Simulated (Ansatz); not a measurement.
Program: Ansatz. Geometries: PBE0-D4/def2-TZVP. ΔE: electronic, gas phase. CCSD(T)/CBS is the MP2 limit (def2-TZVPP, def2-QZVPP) plus CCSD(T) − MP2 in def2-TZVPP, frozen cores. DFT in def2-TZVPP. B3LYP here is the variant with VWN-RPA as its local correlation; programs differ in this. HSE06 is defined as in plane-wave codes. Each species was taken in one conformer, which may not be the lowest.

`SC1OC[SiH2]1` → `CC(=S)[SiH2]O`  (isomerisation)

`SC1OC[SiH2]1`:

Cartesian coordinates in Å:
```
S 0.259 2.136 -0.624
C -0.270 0.420 -0.809
O -1.233 -0.022 0.154
C -0.437 -0.694 1.158
Si 0.996 -0.792 -0.071
H -0.900 2.713 -0.988
H -0.664 0.266 -1.813
H -0.938 -1.609 1.479
H -0.273 -0.049 2.027
H 1.116 -2.078 -0.807
H 2.346 -0.291 0.295
```

`CC(=S)[SiH2]O`:

Z-matrix (Å, degrees):
```
C
C 1 1.487
H 1 1.096 2 109.7
H 1 1.096 2 109.8 3 -116.0
H 1 1.090 2 112.2 3 122.0
S 2 1.622 1 123.3 3 -121.6
Si 2 1.897 1 119.9 3 58.4
O 7 1.633 2 108.6 1 -179.8
H 7 1.487 2 108.2 1 -58.6
H 7 1.487 2 108.2 1 59.1
H 8 0.969 7 111.3 2 -0.2
```

| level | ΔE (kJ/mol) | difference from CCSD(T)/CBS |
| --- | --- | --- |
| LDA (SPW92) | -190.3 | 34.2 |
| PBE-D4 | -201.6 | 22.9 |
| revPBE-D4 | -201.6 | 22.9 |
| BLYP-D4 | -223.0 | 1.5 |
| r2SCAN-D4 | -216.7 | 7.8 |
| B97M-V | -220.7 | 3.8 |
| PBE0-D4 | -202.5 | 22.0 |
| B3LYP-D4 | -222.6 | 1.9 |
| r2SCANh-D4 | -216.2 | 8.3 |
| r2SCAN0-D4 | -215.4 | 9.1 |
| HSE06-D4 | -202.6 | 21.9 |
| BHLYP-D4 | -225.1 | -0.6 |
| CAM-B3LYP-D4 | -215.7 | 8.8 |
| ωB97X-V | -199.3 | 25.2 |
| ωB97M-V | -211.5 | 13.0 |
| B2PLYP | -227.6 | -3.1 |
| PBE-QIDH | -212.3 | 12.2 |
| revPBE | -204.5 | 20.0 |
| r2SCAN | -216.7 | 7.8 |
| PBE0 | -202.6 | 21.9 |
| B3LYP | -223.1 | 1.4 |
| r2SCANh | -216.2 | 8.3 |
| r2SCAN0 | -215.4 | 9.1 |
| HSE06 | -202.7 | 21.8 |
| BHLYP | -225.1 | -0.6 |
| LC-ωPBE | -190.2 | 34.3 |
| RPA@PBE/def2-TZVPP | -209.6 | 14.9 |
| MP2/def2-SVP | -222.9 | 1.6 |
| CCSD/def2-SVP | -210.9 | 13.6 |
| CCSD(T)/def2-SVP | -213.1 | 11.4 |
| HF/def2-TZVPP | -234.8 | -10.3 |
| MP2/def2-TZVPP | -229.8 | -5.3 |
| SCS-MP2/def2-TZVPP | -226.3 | -1.8 |
| CCSD/def2-TZVPP | -221.2 | 3.3 |
| HF/def2-QZVPP | -235.3 | -10.8 |
| MP2/def2-QZVPP | -231.1 | -6.6 |
| SCS-MP2/def2-QZVPP | -228.0 | -3.5 |
| HF/CBS(def2) | -235.4 | -10.9 |
| MP2/CBS(def2) | -231.8 | -7.3 |
| CCSD/CBS(def2) | -223.2 | 1.3 |
| CCSD(T)/CBS | -224.5 | 0 |

Largest T1 diagnostic among the species: 0.015.

In def2-TZVPP, CCSD(T) changes the Hartree–Fock value by +12.3 kJ/mol (the triples alone add −1.3 kJ/mol) and MP2 by +5.0 kJ/mol. At CCSD(T), def2-SVP lies +11.4 kJ/mol from the extrapolated value and def2-TZVPP +1.9 kJ/mol. Leaving LDA and LC-ωPBE aside and taking each functional with its dispersion term where it has one, the values spread over 28.3 kJ/mol, from B2PLYP to ωB97X-V. LDA lies +11.6 kJ/mol from PBE without D4.
